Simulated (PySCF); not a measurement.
C₃H₃F₄, SMILES F[C](F)CC(F)F, multiplicity 2. Atoms are numbered in the order given.

```xyz
10

F      2.2932    -0.8609    -0.2785
C      1.2437    -0.0450    -0.2198
F      1.5643     1.0800     0.4297
C     -0.0209    -0.6819     0.2416
C     -1.2023     0.2618     0.1813
F     -1.4289     0.6326    -1.1056
F     -2.3084    -0.3842     0.6321
H     -0.2433    -1.5580    -0.3868
H      0.0970    -1.0351     1.2854
H     -1.0589     1.1771     0.7838
```
Charge 0, spin multiplicity 2.

Geometry optimised at r2SCAN-D4/def2-SVP. The isomer is the one that the SMILES or the coordinates give; other isomers of the formula were not compared. Other conformers were not sampled.

Two levels are set side by side: PBE/pcH-1 (PySCF) and B3LYP/pcH-1 (PySCF). Contact hyperfine couplings, same geometry. Differences are taken from unrounded values.

```
quantity                      B3LYP    PBE  PBE minus B3LYP
----------------------------  -----  -----  ---------------
A(iso) of 19F, atom F1 (MHz)  234.6  200.7            -34.0
A(iso) of 13C, atom C2 (MHz)  432.3  403.9            -28.4
A(iso) of 19F, atom F3 (MHz)  247.3  215.8            -31.5
A(iso) of 13C, atom C4 (MHz)   31.9   35.6              3.8
A(iso) of 13C, atom C5 (MHz)    3.7    4.0              0.2
A(iso) of 19F, atom F6 (MHz)    2.5    1.8             -0.7
A(iso) of 19F, atom F7 (MHz)    1.3    3.1              1.8
A(iso) of 1H, atom H8 (MHz)    11.0   10.4             -0.6
A(iso) of 1H, atom H9 (MHz)    93.9   91.0             -2.9
A(iso) of 1H, atom H10 (MHz)   -0.4   -0.4              0.0
```

Rough cost on one machine, each run with all the roots and properties that it gave: B3LYP against PBE within a factor of 2.
